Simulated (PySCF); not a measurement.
## Molecular orbitals of CoO

TPSS at R = 1.615 Å; PySCF, no relativity, basis sets Co def2-TZVPPD, O def2-TZVPPD. State: ⁴Δ (quartet), unpaired electrons π ↑↑, δ ↑. Only the outer orbitals are listed, counted within each symmetry.

```json
{"spin": "α", "orbital": "8σ", "occ.": "1", "ε (eV)": "-9.59", "on Co (%)": "46", "main shells (%)": "47 O p, 45 Co d"}
{"spin": "α", "orbital": "3π", "occ.": "1", "ε (eV)": "-9.53", "on Co (%)": "63", "main shells (%)": "62 Co d, 37 O p"}
{"spin": "α", "orbital": "3π", "occ.": "1", "ε (eV)": "-9.53", "on Co (%)": "63", "main shells (%)": "62 Co d, 37 O p"}
{"spin": "α", "orbital": "1δ", "occ.": "1", "ε (eV)": "-8.61", "on Co (%)": "100", "main shells (%)": "100 Co d"}
{"spin": "α", "orbital": "1δ", "occ.": "1", "ε (eV)": "-7.44", "on Co (%)": "100", "main shells (%)": "100 Co d"}
{"spin": "α", "orbital": "4π", "occ.": "1", "ε (eV)": "-6.42", "on Co (%)": "40", "main shells (%)": "60 O p, 36 Co d"}
{"spin": "α", "orbital": "4π", "occ.": "1", "ε (eV)": "-6.42", "on Co (%)": "40", "main shells (%)": "60 O p, 36 Co d"}
{"spin": "α", "orbital": "9σ", "occ.": "1", "ε (eV)": "-5.97", "on Co (%)": "74", "main shells (%)": "37 Co s, 36 Co d, 26 O p"}
{"spin": "α", "orbital": "10σ", "occ.": "0", "ε (eV)": "-3.73", "on Co (%)": "90", "main shells (%)": "54 Co s, 23 Co p, 14 O p"}
{"spin": "β", "orbital": "8σ", "occ.": "1", "ε (eV)": "-8.87", "on Co (%)": "36", "main shells (%)": "56 O p, 34 Co d"}
{"spin": "β", "orbital": "3π", "occ.": "1", "ε (eV)": "-7.48", "on Co (%)": "42", "main shells (%)": "57 O p, 41 Co d"}
{"spin": "β", "orbital": "3π", "occ.": "1", "ε (eV)": "-7.48", "on Co (%)": "42", "main shells (%)": "57 O p, 41 Co d"}
{"spin": "β", "orbital": "1δ", "occ.": "1", "ε (eV)": "-6.59", "on Co (%)": "100", "main shells (%)": "100 Co d"}
{"spin": "β", "orbital": "9σ", "occ.": "1", "ε (eV)": "-5.18", "on Co (%)": "84", "main shells (%)": "43 Co s, 41 Co d, 17 O p"}
{"spin": "β", "orbital": "1δ", "occ.": "0", "ε (eV)": "-4.66", "on Co (%)": "100", "main shells (%)": "100 Co d"}
{"spin": "β", "orbital": "4π", "occ.": "0", "ε (eV)": "-4.01", "on Co (%)": "63", "main shells (%)": "57 Co d, 37 O p"}
{"spin": "β", "orbital": "4π", "occ.": "0", "ε (eV)": "-4.01", "on Co (%)": "63", "main shells (%)": "57 Co d, 37 O p"}
```

Problem. Which are the highest filled and the lowest empty level, where do they sit, and how wide is the gap?

Solution. Highest filled β 9σ at -5.18 eV (in %: 43 Co s, 41 Co d, 17 O p); lowest empty β 1δ at -4.66 eV (in %: 100 Co d); the gap at TPSS is 0.52 eV.

* bond order (Mayer): 2.11
* ⟨S²⟩: 3.764
* charge on Co (Mulliken, basis-dependent): 0.54
* charge on Co (Löwdin, basis-dependent): 0.51
* dipole moment (positive dipole means Co(−)O(+)): -4.16 D

The state is the lowest single determinant that the PBE0 search found; with open d or f shells the true ground state can be another one.
